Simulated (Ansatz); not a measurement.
Mulliken charges of C₂H₄GeS (`S=[C]1[CH2][GeH2]1`) from r2SCAN/def2-TZVPP in Ansatz (PBE0-D4/def2-TZVP geometry).

| atom | x (Å) | y (Å) | z (Å) | charge (e) |
| --- | --- | --- | --- | --- |
| S1 | -1.689 | 1.850 | 0.676 | -0.160 |
| C2 | -0.645 | 0.660 | 0.464 | -0.053 |
| C3 | 0.784 | 0.520 | 0.190 | -0.124 |
| Ge4 | -0.320 | -1.024 | -0.442 | 0.116 |
| H5 | 1.314 | 1.313 | -0.334 | 0.081 |
| H6 | 1.358 | 0.084 | 1.009 | 0.108 |
| H7 | -0.766 | -1.143 | -1.896 | 0.016 |
| H8 | 0.056 | -2.317 | 0.277 | 0.016 |

By hand: the dipole of these point charges (1 e Å = 4.8032 D).

Σ q r = (0.412, -0.454, -0.152) e Å, of length 0.632 e Å = 3.04 D.

How does the dipole of the full density compare? (An estimate is asked.)

Ansatz gave: (0.378, -0.395, -0.150) e Å, 2.72 D; the point charges give 1.12 times that, at 2° from its direction.

Point charges leave out the atoms' own dipoles, such as those of lone pairs, and Mulliken's split depends on the basis, so the close match here is no proof of good charges.
